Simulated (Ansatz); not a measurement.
Zn2Se3⁻: single points at one geometry.

```yaml
crystal:
  periodic: [false, false, false]
  atoms:
    - {symbol: Zn, position_ang: [0.507976, -0.148739, 0.391517]}
    - {symbol: Zn, position_ang: [-1.492893, 0.441736, -1.149751]}
    - {symbol: Se, position_ang: [-0.100299, -1.273020, -1.790963]}
    - {symbol: Se, position_ang: [-1.213306, 1.662990, 0.779306]}
    - {symbol: Se, position_ang: [2.298522, -0.682967, 1.769891]}
basis:
  gaussian: {orbitals: def2-TZVPD, initial_orbitals: start.molden}
total_charge: -1
magnetization: {spin_polarized: true, initial_magnetization: 1}
hamiltonian: {xc: pbe0, dispersion: d4}
scf: {omitted_lower_state_checks: [starts]}
output: {forces: true, orbitals: {seedname: orbitals}}
```

The file start.molden holds the orbitals of an earlier run on this structure, at another level or in another basis.

```sh
$ ansatz run in.yaml --threads 4 --pin off --events-out ev --progress --plain --max-ram 4787MiB
```

Shortened log:

```
Functional definition: PBE0
  name "PBE0"
  cite "Adamo & Barone, J. Chem. Phys. 110, 6158 (1999) doi:10.1063/1.478522"
  cite "Perdew, Burke & Ernzerhof, Phys. Rev. Lett. 77, 3865 (1996) doi:10.1103/PhysRevLett.77.3865"
  parent pbe
  parameter a = 0.25
  parameter kappa = 0.804
  parameter beta = 0.06672455060314922
  exchange = (1 - a)*pbe_x(kappa = kappa, mu = beta*pi^2/3) + a*exact_x
  correlation = pbe_c(beta = beta)
these checks for a lower state are left out or cut short: starts
1922 factors; integrals over basis functions are off by at most 8.6e-4 eV
mean field evaluation 1: about -292855.0487 eV, gradient 1.6e2 eV
mean field evaluation 2: about -292857.6328 eV, gradient 6.4e0 eV
mean field evaluation 4: about -292858.3913 eV, gradient 7.2e-1 eV
mean field evaluation 8: about -292858.3968 eV, gradient 3.9e-5 eV
mean field -292858.39678835 eV, -10762.3475754208 hartree, gradient 1.9e-6 eV, S^2 0.754548; 0 other end points of the search recorded, 0 dependent functions left out
the calculation of the forces begins
reference -292858.39683392 eV, -10762.3475770956 hartree; 82, 81 occupied and 191, 192 virtual orbitals, 1922 factors
Total energy: -292858.63148390 eV, -10762.3562003232 hartree
Atom 0 at     0.507976    -0.148739     0.391517 Å, force    -0.198672     0.057339    -0.151616 eV/Å
Atom 1 at    -1.492893     0.441736    -1.149751 Å, force     0.128924    -0.038499     0.098329 eV/Å
Atom 2 at    -0.100299    -1.273020    -1.790963 Å, force    -0.092241     0.210768     0.169411 eV/Å
Atom 3 at    -1.213306     1.662990     0.779306 Å, force     0.065697    -0.202091    -0.190365 eV/Å
Atom 4 at     2.298522    -0.682967     1.769891 Å, force     0.096293    -0.027516     0.074241 eV/Å
Dipole moment:    -0.410444     0.122218    -0.315697 e Å
Checks for a lower state left out: starts
```

It took 38 s on 4 threads of Arm Neoverse V2 on a shared host, peak host memory 1.9 GiB.

First input, but with `hamiltonian: {xc: {name: LC-wPBE}}`, `output: {orbitals: {seedname: orbitals}}` (abridged; 31 s):

```
Functional definition: LC-wPBE
mean field -292855.20472407 eV, -10762.2302692222 hartree, gradient 5.7e-6 eV, S^2 0.755029
Total energy: -292855.20472408 eV, -10762.2302692225 hartree
Checks for a lower state left out: starts
```

As the first input, with `gaussian: {orbitals: def2-SVPD, initial_orbitals: start.molden}`, `hamiltonian: {xc: pbe, dispersion: d4}`, `output: {orbitals: {seedname: orbitals}}` (abridged; 6.5 s):

```
Functional definition: PBE
mean field -292813.48717247 eV, -10760.6971774781 hartree, gradient 5.0e-6 eV, S^2 0.752441
Total energy: -292813.75400238 eV, -10760.7069832965 hartree
Checks for a lower state left out: starts
```

As the first input, with `correlation: {method: mp2, frozen_orbitals: {Se: 9, Zn: 9}}`, `output: {orbitals: {seedname: orbitals}}` and without the key `hamiltonian` (abridged; 23 s):

```
Functional definition: HF
mean field -292668.72060384 eV, -10755.3771042074 hartree, gradient 1.9e-6 eV, S^2 0.760962
45 core orbitals not correlated: weight in the atoms' cores, before any rotation towards them, 1.000 or more for the frozen orbitals, at most 0.000 for the correlated occupied ones
second order -44.07326740 eV of doubles, -0.00000000 eV of singles
Total energy: -292712.79387124 eV, -10756.9967669104 hartree
Checks for a lower state left out: starts
```

The first input with `hamiltonian: {xc: pbe, dispersion: d4}`, `output: {orbitals: {seedname: orbitals}}` (abridged; 12 s):

```
Functional definition: PBE
mean field -292851.19759798 eV, -10762.0830100545 hartree, gradient 8.1e-6 eV, S^2 0.753012
Total energy: -292851.46444359 eV, -10762.0928164500 hartree
Checks for a lower state left out: starts
```

The first input with `hamiltonian: {xc: {name: PBE-QIDH}}`, `correlation: {frozen_orbitals: {Se: 9, Zn: 9}}` and without the key `output` (abridged; 42 s):

```
Functional definition: PBE-QIDH
mean field -292801.10110695 eV, -10760.2419979657 hartree, gradient 4.7e-6 eV, S^2 0.757451
45 core orbitals not correlated: weight in the atoms' cores, before any rotation towards them, 1.000 or more for the frozen orbitals, at most 0.000 for the correlated occupied ones
second order -49.25438695 eV of doubles, -0.00000000 eV of singles
Total energy: -292817.51925497 eV, -10760.8453537769 hartree
Checks for a lower state left out: starts
```

First input, but with `hamiltonian: {xc: pbe}`, `correlation: {method: rpa, frozen_orbitals: {Se: 9, Zn: 9}}` and without the key `output` (abridged; 19 s):

```
Functional definition: PBE
mean field -292851.19758530 eV, -10762.0830095884 hartree, gradient 1.7e-6 eV, S^2 0.753012
45 core orbitals not correlated: weight in the atoms' cores, before any rotation towards them, 1.000 or more for the frozen orbitals, at most 0.000 for the correlated occupied ones
Total energy: -292725.04335166 eV, -10757.4469270129 hartree
Checks for a lower state left out: starts
```

Geometry: PBE-D4/def2-SVPD.

LC-ωPBE has ω = 0.4 bohr⁻¹. Correlated methods freeze 45 core orbitals; core or outer-core shells of Se are correlated, in sets that lack core-valence functions. The structure comes from a short search, and lower isomers may exist.
